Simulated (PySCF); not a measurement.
CH₅FO₂Si₂, SMILES O[Si@]1(F)CO[SiH2]1.

Geometry optimised at TPSSh-D3(BJ)/def2-SVP. The structure was generated by enumeration; whether it is a known compound was not checked. The values are those of a single conformer.

All values below come from PBE/def2-TZVP in PySCF.

```json
{
 "total_energy": "-870.05466 hartree",
 "highest_occupied_level": "-6.52 eV",
 "lowest_empty_level": "-1.42 eV",
 "orbital_gap": "5.10 eV",
 "dipole_moment": "1.68 D",
 "quadrupole, principal values (traceless, Buckingham form, about the centre of nuclear charge)": "-7.52, -0.47, 7.99 D·Å",
 "mean_static_polarisability": "70.5 bohr³ (10.44 Å³)",
 "polarisability_principal_values": "61.3, 67.4, 82.8 bohr³"
}
```
